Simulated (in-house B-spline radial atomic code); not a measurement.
Ionising Ru VIII (Ru7+) with different functionals

Computed with an all-electron radial atomic-structure program (B-spline basis): scalar-relativistic (spin-free X2C) Hamiltonian, Fermi nucleus of rms radius 4.4809 fm, spin-polarised at highest spin, spherical fractional occupations for the functionals, the average over the highest-spin determinants for Hartree-Fock. The ionisation energy is the difference of two self-consistent energies, [Kr] 4d1 → [Ar] 3d10 4s2 4p6, without Breit or QED terms; ε is the level of the shell that loses the electron (its least bound occupied spin orbital). There is no spin-orbit coupling in this Hamiltonian.

Hybrids are left out here: with spherical fractional occupations of an open shell their exact exchange keeps a self-interaction that integer-occupation calculations don't have.

| method | rung | ΔSCF (eV) | -ε(4d) (eV) |
| --- | --- | --- | --- |
| Hartree-Fock | Hartree-Fock | 109.77 | 110.29 |
| LDA VWN5 | LDA | 111.27 | 102.39 |
| LDA PW92 | LDA | ? | ? |
| LDA exchange-only | LDA | 109.51 | 100.70 |
| PBE | GGA | 111.11 | 102.26 |
| PBEsol | GGA | 111.08 | 102.23 |
| BLYP | GGA | 110.96 | 102.10 |
| RPBE | GGA | 111.08 | 102.24 |
| PW91 | GGA | 111.21 | 102.35 |
| BP86 | GGA | 111.14 | 102.29 |
| AM05 | GGA | ? | ? |
| OLYP | GGA | 111.55 | 102.68 |
| TPSS | meta-GGA | 110.93 | 102.11 |
| SCAN | meta-GGA | 110.48 | 101.88 |
| r2SCAN | meta-GGA | 110.50 | 101.90 |
| revTPSS | meta-GGA | 110.85 | 102.04 |

Task: What does LDA PW92 give?

Result: ΔSCF 111.26 eV, and -ε(4d) = 102.38 eV.

Task: What does AM05 give?

Result: ΔSCF 111.09 eV, and -ε(4d) = 102.23 eV.

Task: How do they compare with the NIST value?

Result: NIST lists 110 eV ± 2.1 (tabulated theory, ground level to ground level). Errors run from -0.49 to +1.55 eV; all lie within about twice that uncertainty, so the table can't rank the methods. Hartree-Fock also lacks correlation.
